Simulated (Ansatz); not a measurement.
Ideal-gas functions of C$_{3}$H$_{3}$I (`IC1C=C1`) at 298.15 K and 1 bar, from an Ansatz frequency run at PBE0-D4/def2-TZVP.

Molar mass 165.96 g/mol, point group Cs (symmetry number 1), electronic degeneracy 1, moments of inertia 24.282, 250.782, 256.812 u Å². Harmonic wavenumbers (cm⁻¹, unscaled): 249, 296, 484, 697, 880, 911, 934, 1038, 1073, 1166, 1248, 1722, 3155, 3279, 3323.

Use S(trans) = R[1.5 ln M + 2.5 ln T − 1.1517]; rotational temperatures θ = 24.2544 K / I; S(rot) = R[ln(√π/σ · √(T³/θAθBθC)) + 1.5]; for each mode x = 1.438777 ν̃/T, S = R[x/(eˣ − 1) − ln(1 − e⁻ˣ)] and H = RT x/(eˣ − 1); 1 cm⁻¹ = 0.0119627 kJ/mol; R = 8.31446 J/(mol·K).

Task: By hand: the entropy, in J/(mol·K).

Result: Translation 172.6. Rotation: θ = 0.9989, 0.0967, 0.0944 K, giving 107.8. Vibration, mode by mode: 7.27, 6.02, 2.93, 1.30, 0.63, 0.56, 0.51, 0.34, 0.29, 0.20, 0.14, 0.02, 0.00, 0.00, 0.00, in all 20.2. Electronic 0.0. Sum 300.6 J/(mol·K).

Task: By hand: H − E and G − E in kJ/mol, counted from the electronic energy.

Result: Zero-point energy ½ × 20455 × 0.0119627 = 122.3; thermal vibration 4.0; translation, rotation and pV give 4 RT = 9.9. H − E = 136.2 kJ/mol, and G − E = 136.2 − 298.15 × 300.6/1000 = 46.6 kJ/mol.

Vibration gives 7 % of the entropy.
